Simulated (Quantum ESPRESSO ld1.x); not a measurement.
The numbers below are computed, except where a source is named.
Task: Tc, configuration [Kr] 4d5 5s2. Level of theory: Dirac Kohn-Sham, PBE, spin-unpolarised, spherical densities, point nucleus; open shells fill j = l - 1/2 first (ld1.x of Quantum ESPRESSO 7.5). Some entries of the table are withheld. Estimate them.

orbital,occ.,eigenvalue (eV),<r^2> (bohr^2),r(max) (bohr)
1s1/2,2,-20858.1,0.001586,0.022
2s1/2,2,-2975.07,0.02632,0.126
2p1/2,2,-2743.28,(1),0.098
2p3/2,4,-2625.03,(2),0.102
3s1/2,2,-518.132,0.1975,0.373
3p1/2,2,-429.072,0.1949,0.359
3p3/2,4,-409.298,0.2049,0.367
3d3/2,4,-251.804,0.1892,0.311
3d5/2,6,-248.003,0.1924,0.313
4s1/2,2,-73.2220,1.268,0.952
4p1/2,2,(3),1.523,1.01
4p3/2,4,(4),1.604,1.03
4d3/2,4,-6.7631,3.621,1.26
4d5/2,1,-6.4785,3.724,1.28
5s1/2,2,-5.0269,12.56,2.74

Result: 
(1) 2p1/2 <r^2> (bohr^2): 0.01983
(2) 2p3/2 <r^2> (bohr^2): 0.02119
(3) 4p1/2 eigenvalue (eV): -47.2310
(4) 4p3/2 eigenvalue (eV): -44.2867
